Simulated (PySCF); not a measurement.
Computed with PBE-D3(BJ)/def2-TZVP // PBE0-D3(BJ)/def2-TZVP (PySCF). Gas-phase values, no solvent. One relaxed conformer stands for a flexible species; it need not be the lowest. 

Reference species (SMILES): `B(B=C)=N` (neutral, multiplicity 1).

* **S1 oscillator strength**: 0.000
* **HOMO–LUMO gap**: 2.51 eV
* **HOMO**: -5.80 eV

Changed species: `C(=B)=BN`.

Task: Predict the effect on the S1 oscillator strength, HOMO–LUMO gap and HOMO.

Result: the S1 oscillator strength stays essentially unchanged; the HOMO–LUMO gap goes up by 0.89 eV, to 3.40 eV; the HOMO increases by 0.37 eV, to -5.43 eV.
